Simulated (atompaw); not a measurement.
# Reading a pseudo-wave (nickel (Ni))

Columns: radius, all-electron u(r) and pseudo u(r) of the 3d shell (level -8.90 eV) of nickel in the configuration [Ne] 3s2 3p6 3d8 4s2 4p0; PBEsol, scalar-relativistic, PAW (atompaw) scheme, atompaw 4.2.0.5.

```
r (bohr)  all-electron  pseudo
   0.083        0.0617  0.0013
   0.165        0.2592  0.0097
   0.248        0.4983  0.0317
   0.331        0.7033  0.0712
   0.413        0.8479  0.1285
   0.496        0.9361  0.2031
   0.579        0.9754  0.2898
   0.662        0.9789  0.3819
   0.744        0.9585  0.4706
   0.827        0.9226  0.5503
   0.910        0.8778  0.6135
   0.992        0.8292  0.6556
   1.075        0.7784  0.6759
   1.158        0.7279  0.6749
   1.240        0.6795  0.6565
   1.323        0.6325  0.6253
   1.406        0.5881  0.5869
   1.488        0.5469  0.5470
   1.571        0.5080  0.5080
   1.654        0.4717  0.4717
   1.737        0.4380  0.4380
   1.819        0.4071  0.4071
   1.902        0.3781  0.3781
   1.985        0.3513  0.3513
   2.067        0.3267  0.3267
   2.150        0.3037  0.3037
```

How many radial nodes do the two functions have?

The all-electron 3d function has n − l − 1 = 0; the pseudo-wave has 0.

At about which radius was the pseudo-wave matched?

1.60 bohr. The columns agree to 0.0005 from 1.49 bohr on; several derivatives are matched, so the curves merge somewhat inside the radius.

Is the pseudo-wave norm-conserving?

No, it belongs to a PAW set: the norm inside the radius is not constrained, and the difference is carried by the augmentation charge.
